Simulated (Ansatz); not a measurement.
Ansatz (an electronic-structure program) input (CCSD(T)/def2-TZVPP):

Ansatz 0.2 input:
```yaml
crystal:
  periodic: [false, false, false]
  atoms:
    - {symbol: Sn, position_ang: [-0.00000000, -0.00000000, -0.60735660]}
    - {symbol: Cl, position_ang: [0.00000000, 0.00000000, 1.78634293]}
basis:
  gaussian:
    orbitals: def2-TZVPP
magnetization: {spin_polarized: true, initial_magnetization: 1}
correlation: {method: ccsd_t, electrons: outside_noble_gas}
```

Output:

```
Functional definition: HF
integrals: 0.14 GiB planned
730 factors; integrals over basis functions are off by at most 9.8e-4 eV
mean field: 0.32 GiB planned
mean field evaluation 1: about -18309.9462 eV, gradient 9.9e0 eV
mean field evaluation 2: about -18310.0130 eV, gradient 1.0e1 eV
mean field evaluation 4: about -18310.8838 eV, gradient 1.2e0 eV
mean field evaluation 8: about -18310.9177 eV, gradient 7.9e-2 eV
mean field evaluation 16: about -18309.9461 eV, gradient 9.9e0 eV
mean field evaluation 32: about -18310.9179 eV, gradient 6.2e-6 eV
mean field evaluation 64: about -18310.9179 eV, gradient 7.7e-3 eV
mean field evaluation 96: about -18306.7533 eV, gradient 1.1e0 eV
mean field evaluation 128: about -18307.0160 eV, gradient 1.0e1 eV
mean field evaluation 160: about -18310.9179 eV, gradient 8.7e-4 eV
mean field -18310.91789169 eV, -672.9138209338 hartree, gradient 4.8e-6 eV, S^2 0.765552; 5 other end points of the search recorded, 0 dependent functions left out
determinant -18310.91789169 eV, -672.9138209338 hartree, with singles and doubles -18318.36770703 eV, -673.1875965978 hartree
determinant -18308.08571038 eV, -672.8097401902 hartree, with singles and doubles -18315.81597676 eV, -673.0938222401 hartree
14 core orbitals not correlated
reference -18310.91789169 eV, -672.9138209338 hartree; 6, 5 occupied and 72, 73 virtual orbitals, 730 factors
second order -6.71249789 eV of doubles, -0.00000000 eV of singles
coupled cluster: 0.35 GiB planned
cycle   1  -7.40209864 eV  change   -2.2e-1 eV  update   1.8e-2
cycle   2  -7.41475052 eV  change   -1.3e-2 eV  update   4.6e-3
cycle   3  -7.41593579 eV  change   -1.2e-3 eV  update   2.4e-3
cycle   4  -7.41706807 eV  change   -1.1e-3 eV  update   9.3e-4
cycle   5  -7.41731811 eV  change   -2.5e-4 eV  update   4.5e-4
cycle   6  -7.41733021 eV  change   -1.2e-5 eV  update   1.4e-4
cycle   7  -7.41729909 eV  change    3.1e-5 eV  update   4.9e-5
cycle   8  -7.41729829 eV  change    8.1e-7 eV  update   1.3e-5
perturbative correction -0.31915269 eV, -0.0117286450 hartree
Total energy: -18318.65434267 eV, -673.1981302631 hartree
```
